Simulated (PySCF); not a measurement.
A survey of ¹⁵N NMR shifts

PySCF 2.14 calculation with geometry from GFN2-xTB and GIAO PBE0/pcSseg-1 shieldings; a single conformation, fast rotation and ring inversion assumed for equivalent nuclei, no solvent, non-relativistic.

Shieldings were converted by a linear fit to measured shifts: ¹⁵N: δ = -148.07 − 0.921σ (rms 6.3 ppm, 71 shifts vs CH3NO2, solution or neat liquid). Occasional misses reach two or three times the rms, and more in compound classes unlike the fitted ones.

Task: Give the ¹⁵N shifts of `C#Cc1cnncc1C`, `N#Cc1ccccc1N`, `Fc1cccnc1Cl`.

Result: 
```
                                              compound                      environment  δ (ppm)
 [CH:1]#[C:2][c:3]1[cH:4][n:5][n:6][cH:7][c:8]1[CH3:9]  N6: pyridine-type ring nitrogen     39.1
 [CH:1]#[C:2][c:3]1[cH:4][n:5][n:6][cH:7][c:8]1[CH3:9]  N5: pyridine-type ring nitrogen     23.5
[N:1]#[C:2][c:3]1[cH:4][cH:5][cH:6][cH:7][c:8]1[NH2:9]             N1: nitrile nitrogen    -97.4
[N:1]#[C:2][c:3]1[cH:4][cH:5][cH:6][cH:7][c:8]1[NH2:9]        N9: aniline-type nitrogen   -318.3
                                           Fc1cccnc1Cl      pyridine-type ring nitrogen    -62.9
```

Task: Order these by ¹⁵N shift, lowest first.
A. COC[Si@H]1N[SiH2]C[SiH2]1
B. c1cc2ccoc2cn1
C. COC[C@@]1(C#N)O[C@H]1F
D. C=N[SiH2][Si@@H](C[SiH3])OC
E. O=C=Nc1ccccc1

Result: A (-370.1 ppm, nitrogen bonded to 2 Si, H, in a 5-membered ring), E (-334.0 ppm, heterocumulene nitrogen), C (-110.3 ppm, nitrile nitrogen), B (-77.0 ppm, pyridine-type ring nitrogen), D (-16.6 ppm, imine nitrogen).
